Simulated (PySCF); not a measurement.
## Spin states of RbNa

Unrestricted PBE0; PySCF, scalar-relativistic core potentials, basis sets Rb def2-SVPD with ECP28, Na def2-SVPD. Outer shells of the fragments: Rb 5s1; Na 3s1.

Followed along the bond (rough minima from three points):

```json
{"2Ms+1": "1", "unpaired": "none", "⟨S²⟩ at the start": "0.00", "R at minimum (Å)": "3.72", "Te (eV)": "0.00"}
{"2Ms+1": "3", "unpaired": "σ ↑, π ↑", "⟨S²⟩ at the start": "2.00", "R at minimum (Å)": "3.73", "Te (eV)": "1.35"}
{"2Ms+1": "3", "unpaired": "σ ↑↑", "⟨S²⟩ at the start": "2.00", "R at minimum (Å)": "none in the scan", "Te (eV)": "≤ 0.56"}
```

Solutions found at the starting distance of 3.635 Å, counted from the lowest of them; the search is not exhaustive and high or unbound solutions are not listed, so other states can lie among these:

```tsv
2Ms+1	unpaired	term	E (eV)	⟨S²⟩	⟨Lz²⟩	μ (D)
1	none	¹Σ⁺	0.00	0.00	0.00	-3.29
3	σ ↑↑	³Σ⁺	0.80	2.00	0.00	0.18
3	σ ↑, π ↑	³Π	1.35	2.00	1.01	-3.96
1	σ ↑, π ↓	mixed	1.64	1.00	1.00	-2.68
3	σ ↑, δ ↑	³Δ	2.75	2.00	4.00	3.80
1	σ ↑, δ ↓	mixed	2.77	1.00	4.00	3.65
```

A term symbol is given only where ⟨S²⟩ and ⟨Lz²⟩ are close to those of a pure state; real π, δ and φ orbitals otherwise mix terms. A positive dipole means Rb(−)Na(+).

The measured ground state is X ¹Σ (Huber and Herzberg, Constants of Diatomic Molecules (1979)).

Counting both spins, an empty level lies below a filled one in some of these solutions, because spin and occupation are held.
